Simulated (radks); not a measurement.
Values are calculated unless marked as measured or tabulated.
Os II, 75 electrons, occupied as [Xe] 4f13 5d6 6s2 (not the ground configuration). Code: a radial shooting solver on a logarithmic mesh with Libxc functionals. Model: Dirac Kohn-Sham, PBEsol, spin-unpolarised, spherical densities, finite nucleus; open shells fill j = l - 1/2 first; Fermi nuclear charge, rms radius 5.4126 fm.

Normalised radial functions P(r) = r R(r) (large component), r in bohr:

| r | 5d3/2 | 5d5/2 |
|---|---|---|
| 0.001628 | 0.0000 | 0.0000 |
| 0.002188 | 0.0001 | 0.0000 |
| 0.002966 | 0.0002 | 0.0001 |
| 0.00402 | 0.0004 | 0.0002 |
| 0.005404 | 0.0008 | 0.0005 |
| 0.007324 | 0.0017 | 0.0012 |
| 0.009847 | 0.0036 | 0.0026 |
| 0.01335 | 0.0076 | 0.0058 |
| 0.01794 | 0.0154 | 0.0125 |
| 0.02432 | 0.0310 | 0.0261 |
| 0.03296 | 0.0596 | 0.0520 |
| 0.04431 | 0.1054 | 0.0945 |
| 0.06005 | 0.1719 | 0.1583 |
| 0.08074 | 0.2419 | 0.2284 |
| 0.1094 | 0.2773 | 0.2696 |
| 0.1483 | 0.2092 | 0.2145 |
| 0.1994 | 0.0053 | 0.0253 |
| 0.2702 | -0.2729 | -0.2473 |
| 0.3633 | -0.4141 | -0.4023 |
| 0.4923 | -0.2427 | -0.2604 |
| 0.6673 | 0.2041 | 0.1617 |
| 0.8971 | 0.6512 | 0.6069 |
| 1.216 | 0.8660 | 0.8427 |
| 1.635 | 0.7817 | 0.7855 |
| 2.215 | 0.5270 | 0.5483 |
| 2.979 | 0.2729 | 0.2957 |
| 4.037 | 0.0985 | 0.1125 |
| 5.471 | 0.0230 | 0.0280 |
| 7.355 | 0.0031 | 0.0042 |

5d3/2: eigenvalue -18.237 eV, 2 radial nodes at r = 0.201, 0.588 bohr, <r> = 1.60 bohr, 90 % of the charge inside 2.47 bohr. 5d5/2: eigenvalue -16.944 eV, 2 radial nodes at r = 0.205, 0.602 bohr, <r> = 1.66 bohr, 90 % of the charge inside 2.57 bohr.
